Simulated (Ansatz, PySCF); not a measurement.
C4H4ClF, SMILES C=C(Cl)/C=C\F. Atoms are numbered in the order given.

```xyz
10

C     -2.1414     0.3393     0.6622
C     -0.8723     0.1478     0.2728
Cl    -0.4118    -1.3977    -0.3757
C      0.1457     1.1834     0.3690
C      1.4409     1.1689     0.0325
F      2.0865     0.1414    -0.4866
H     -2.8858    -0.4531     0.5797
H     -2.4457     1.3048     1.0716
H     -0.2049     2.1314     0.7853
H      2.0848     2.0429     0.1687
```
Charge 0, spin multiplicity 1.

Geometry optimised at PBE0-D3(BJ)/def2-SVP. The structure was generated by enumeration; whether it is a known compound was not checked. The values are those of a single conformer.

Two levels are set side by side: PBE-D3(BJ)/def2-SVP (Ansatz, a quantum-chemistry and plane-wave program) and PBE0-D3(BJ)/def2-SVP (Ansatz). Each level has its own optimised geometry; the coordinates shown are those of the second. Frequencies come from the Hessian of PySCF at each geometry. Differences are taken from unrounded values.

```csv
quantity,PBE0-D3(BJ),PBE-D3(BJ),PBE-D3(BJ) minus PBE0-D3(BJ)
mean bond length (Å),1.285,1.295,0.010
bond C1–C2 (Å),1.341,1.355,0.013
bond C2–Cl3 (Å),1.738,1.754,0.016
bond C2–C4 (Å),1.455,1.457,0.002
bond C4–C5 (Å),1.338,1.352,0.014
bond C5–F6 (Å),1.320,1.334,0.014
bond C1–H7 (Å),1.090,1.098,0.008
bond C1–H8 (Å),1.092,1.100,0.008
bond C4–H9 (Å),1.093,1.102,0.008
bond C5–H10 (Å),1.094,1.103,0.009
highest harmonic wavenumber (cm⁻¹),3300,3208,-92
mean harmonic wavenumber (cm⁻¹),1268,1221,-47
zero-point energy (kcal/mol),43.51,41.90,-1.61
```

Exact exchange shortens and stiffens bonds; PBE has none. Differences between two approximate levels are no errors against the true value.
